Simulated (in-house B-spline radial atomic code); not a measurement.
The numbers below are computed, except where a source is named.
# Two electrons in InAs: a spherical dot of radius 24.2 nm with hard walls with an ionised donor at its centre

For InAs the NSM archive of the Ioffe Institute lists m* = 0.023 m0 and ε = 15.15. Real donors also feel a central-cell potential, which shifts the ground state. In so narrow a gap the band flattens within tens of meV, so real spacings are smaller, by up to some tenths.

Effective-mass model with parabolic bands, a uniform dielectric constant, no image charges, no central-cell or spin-orbit terms. Two-electron levels come from full CI in B-splines with partial waves to l = 5 (up to 0.001 effective hartree above the limit).

Question: What are the effective units, and what is the potential in them?

Answer: Ha* = 27211.386 meV × 0.023/15.15² = 2.727 meV and a* = 0.0529177 nm × 15.15/0.023 = 34.86 nm. The radius is R = 0.694 a*, with −1/r added.

In these units the lowest s and p orbitals lie at 6.6148 and 18.2726, and their Coulomb and exchange integrals are J_ss = 2.6901, J_sp = 2.3826 and K_sp = 0.5111. Full CI gives 15.8519 for the ground singlet, 26.7443 for the sp triplet, 27.7120 for the sp singlet and 45.2307 for the lowest triplet of two s orbitals.

Question: What does it cost to add the second electron, to first order and exactly?

Answer: To first order E = 2ε_s + J_ss = 15.9197, so the charging energy E(2) − 2E(1) is J_ss = 7.335 meV. CI gives 15.8519 − 2 × (6.6148) = 2.6223, or 7.151 meV: relaxation and correlation lower it by 0.1849 meV, 2.5 % of J_ss. The s² configuration of one-electron orbitals holds 99.8 % of the state, and the mean radius is 11.7 nm.

Question: How far above the singlet do the triplets lie?

Answer: To first order the sp triplet lies at ε_s + ε_p + J_sp − K_sp = 26.7588, which is 29.56 meV above 2ε_s + J_ss. CI gives 26.7443 − (15.8519) = 10.8924, or 29.7 meV, 93 % of the orbital spacing of 31.79 meV. The ss triplet lies 80.11 meV up, so the lower of the two is the sp one, and its gap equals k_BT at 345 K. The sp singlet-triplet splitting is 2.639 meV, against 2K_sp = 2.788 meV.
